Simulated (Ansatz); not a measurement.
C2F4, charge +1, doublet, at a GFN2-xTB geometry (a state made from the parent by changing its charge; the spin is typed, not shown lowest); SVWN5/6-31G run with Ansatz (an electronic-structure program).

Input for Ansatz:
Ansatz 0.2 input:
```yaml
crystal:
  periodic: [false, false, false]
  atoms:
    - {symbol: F, position_ang: [-1.35271688, 0.00082784, 1.12268403]}
    - {symbol: C, position_ang: [-0.70852094, -0.02613901, 0.02292277]}
    - {symbol: F, position_ang: [-1.41862743, -0.10306927, -1.03302276]}
    - {symbol: C, position_ang: [0.70852094, 0.02613901, -0.02292277]}
    - {symbol: F, position_ang: [1.35271688, -0.00082784, -1.12268403]}
    - {symbol: F, position_ang: [1.41862743, 0.10306927, 1.03302276]}
basis:
  gaussian:
    orbitals: 6-31G
hamiltonian:
  xc: {name: SVWN5}
total_charge: 1
magnetization: {spin_polarized: true, initial_magnetization: 1}
scf: {lower_state_search: off}
```

The log (banner, timings and long lists left out):

```
Functional definition: SVWN5
these checks for a lower state are left out or cut short: stability, starts, cluster_reference, orbital_swaps, neighbouring_geometries, increment
710 factors; their error is unknown
mean field evaluation 1: about -12834.1201 eV, gradient 4.1e1 eV
mean field evaluation 2: about -12818.8406 eV, gradient 8.2e1 eV
mean field evaluation 4: about -12838.8828 eV, gradient 1.3e0 eV
mean field evaluation 8: about -12838.8211 eV, gradient 9.4e-4 eV
mean field evaluation 16: about -12838.8211 eV, gradient 1.0e-6 eV
mean field -12838.82105168 eV, -471.8179711838 hartree, gradient 7.0e-7 eV, S^2 0.750533; 0 other end points of the search recorded, 0 dependent functions left out
reference -12838.82106304 eV, -471.8179716011 hartree; 24, 23 occupied and 30, 31 virtual orbitals, 710 factors
Total energy: -12838.82106304 eV, -471.8179716011 hartree
Checks for a lower state left out: stability, starts, cluster_reference, orbital_swaps, neighbouring_geometries, increment
```
